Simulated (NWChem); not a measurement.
BH2F; SMILES BF

```xyz
4

B      0.0000     0.0000     0.6748
H      0.0000    -1.0578     1.2336
H      0.0000     1.0578     1.2336
F      0.0000     0.0000    -0.6490
```
Atoms are numbered in this order, from 1.

Structure relaxed at the B3LYP/6-31G* (spherical d) level.

Symmetry labels are those of C2v in the frame above (b1 and b2, or b-type labels, depend on it). States above −ε(HOMO) = 9.2 eV lie in this functional's continuum and hang on the basis.

Task: List the 6 lowest vertical singlet excitations from B3LYP/def2-SVPD, TDA (NWChem).

Result: 
```
state  energy (eV)  oscillator strength  symmetry  leading excitation (squared amplitude)
-----  -----------  -------------------  --------  --------------------------------------
S1            6.04                0.000        a2                      HOMO → LUMO (1.00)
S2            8.74                0.043        b2                    HOMO → LUMO+1 (0.99)
S3            9.81                0.090        b1                    HOMO−1 → LUMO (0.94)
S4            9.84                0.032        b2                    HOMO → LUMO+2 (0.99)
S5           10.08                0.000        a2                    HOMO−3 → LUMO (0.99)
S6           10.81                0.068        a1                    HOMO−2 → LUMO (0.87)
```
